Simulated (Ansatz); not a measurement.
Reaction (formal exchange of groups at a B–S bond): `BSCO` + CH₃SH → `BCS` + `OCS`

Program: Ansatz. Geometries: PBE0-D4/def2-TZVP. ΔE: electronic, gas phase. CCSD(T)/CBS adds triple-zeta CCSD(T) − MP2 to the extrapolated MP2 energy (def2 sets, frozen cores). This one scheme is used for every species. Functionals use def2-TZVPP. Each species was taken in one conformer, which may not be the lowest.

```
species  PBE0-D4 energy (Eh)
 `BSCO`           -539.14995
  CH₃SH           -438.53959
  `BCS`           -463.93412
  `OCS`           -513.71061
```

Q: Work out ΔE.

A: ΔE = (-463.93412) + (-513.71061) − (-539.14995) − (-438.53959) = 0.04481 Eh = +117.6 kJ/mol. CCSD(T)/CBS gives +113.8 kJ/mol.

Largest T1 diagnostic among the species: 0.014.

In def2-TZVPP, CCSD(T) changes the Hartree–Fock value by +13.3 kJ/mol (the triples alone add +4.5 kJ/mol) and MP2 by +15.6 kJ/mol. From r2SCAN to r2SCAN0 (25 % exact exchange), in def2-TZVPP and without D4, ΔE moves by −4.0 kJ/mol. Leaving LDA and LC-ωPBE aside and taking each functional with its dispersion term where it has one, the values, not all of them listed here, spread over 12.2 kJ/mol, from ωB97X-V to PBE-D4.
